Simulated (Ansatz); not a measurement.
```xyz
12

O    -1.0492    0.7204   -0.2690
C    -1.1631   -0.7249    0.1019
C     0.1752   -1.0365    0.7229
Al    0.8634    0.7192    0.1177
O     1.5792    0.8284   -1.4284
Cl    1.3509    2.2505    1.5011
H    -1.4079    0.9186   -1.1400
H    -2.0222   -0.7911    0.7690
H    -1.3601   -1.2801   -0.8157
H     0.6587   -1.8995    0.2672
H     0.1197   -1.1779    1.8012
H     2.2554    1.4728   -1.6279
```

Total charge 0; spin multiplicity 1. The bonds changed during the relaxation, so this is another structure than the one it started from.

Q: List the ωB97M-V/def2-TZVPP orbital energies in eV (the Gaussian-basis code of Ansatz). (An estimate is asked.)

A: Computed: Occupied: -2770.78, -1531.82, -528.04, -525.08, -283.73, -280.75, -261.19, -198.62, -198.56, -198.55, -116.36, -75.98, -75.91, -75.84, -33.04, -29.46, -24.48, -24.31, -20.21, -18.89, -16.83, -15.93, -15.22, -14.13, -13.28, -12.89, -12.21, -11.70, -11.40, -10.83, -10.76, -9.96. Lowest empty: 1.56, 2.27, 2.72, 3.29, 3.48, 3.96, 4.15, 4.87.
